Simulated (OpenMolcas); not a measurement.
## F3+: effect of the IPEA shift

| Item | Value |
| --- | --- |
| Program | OpenMolcas 26.06 |
| Basis | ANO-RCC-VTZP [4s3p2d1f] |
| Scalar Hamiltonian | DKH2, point nucleus |
| Active space | 4 electrons in 9 orbitals (RAS2 2s 2p; RAS3 3d, at most 2 electrons) |
| State averaging | 2S+1 = 3 even, 3 roots; 2S+1 = 1 even, 6 roots; 2S+1 = 5 odd, 1 root; 2S+1 = 3 odd, 9 roots; 2S+1 = 1 odd, 8 roots |
| Spin-orbit coupling | RASSI with atomic mean-field integrals over the reference wave functions, term energies averaged over their components |

Methods on the same reference wave functions:
A. RASSCF
B. SS-RASPT2, IPEA 0 Eh, imaginary shift 0.1 Eh (closed shells correlated: 1s)
C. SS-RASPT2, IPEA 0.25 Eh, imaginary shift 0.1 Eh (closed shells correlated: 1s)

Energies in cm⁻¹ above 2s² 2p² ³P₀, the measured ground level; measured values from Moore, Atomic Energy Levels, vol. I, NSRDS-NBS 35 (1971 reprint of NBS Circular 467, 1949).

```tsv
Level	A	B	C	Measured
2s² 2p² ³P₀	0.0	0.0	0.0	0.0
2s² 2p² ³P₁	223	223	223	225
2s² 2p² ³P₂	652	652	652	613
2s² 2p² ¹D₂	27264	26046	26048	25241
2s² 2p² ¹S₀	57063	54949	54985	53544
2s 2p³ ⁵S°₂	71742	73342	73344	
2s 2p³ ³D°₁	150514	148652	148690	147902
2s 2p³ ³D°₂	150515	148652	148690	147889
2s 2p³ ³D°₃	150521	148658	148697	147842
2s 2p³ ³P°₀	180014	176767	176840	
2s 2p³ ³P°₁	180015	176768	176842	175242
2s 2p³ ³P°₂	180019	176772	176846	175237
2s 2p³ ¹D°₂	234891	230910	230949	
2s 2p³ ³S°₁	244100	240187	240229	
2s 2p³ ¹P°₁	265984	260438	260554	257390
```

Deviations, from unrounded energies. A percentage is the sum of absolute deviations over the sum of measured energies, with the sign that they share, or ± where signs differ.

```json
{"Against measurement": "mean absolute deviation (cm-1)", "Levels": "10", "A": "3200", "B": "1100", "C": "1100"}
{"Against measurement": "fine structure of the ground term (%)", "Levels": "2", "A": "±4.9", "B": "±4.9", "C": "±4.9"}
{"Against measurement": "other terms of the ground configuration (%)", "Levels": "2", "A": "+7.0", "B": "+2.8", "C": "+2.9"}
{"Against measurement": "other configurations (%)", "Levels": "6", "A": "+2.5", "B": "+0.8", "C": "+0.8"}
```

B, C lie about equally close to measurement and A furthest from it. The largest miss of B in the table is 2s 2p³ ¹P°₁, by +3000 cm-1. The ranking rests on the paired levels alone, and a cruder setting can come out closer through cancelling errors.

Between B and C the level of the table that moves most is 2s 2p³ ¹P°₁, by 120 cm-1 (lowest in B, highest in C).

From A to B the spin-free energies of the other terms of 2s² 2p² shown, above ³P, scale by factors of 0.95 to 0.96.

The lowest spin-free term lies below A's lowest term by 0.026 hartree in B, 0.025 hartree in C.

Active for correlation alone: 3d; no level in the range computed is led by a configuration that fills it, so any true level of that kind is missing. Measured partners are found by configuration, term and J. A level has none where our copy of the source lacks it or the pairing is in doubt (some pairs that miss far off the trend of their configuration count as doubtful), and it then counts in no deviation. Only configurations of the active space appear.

° marks odd parity.
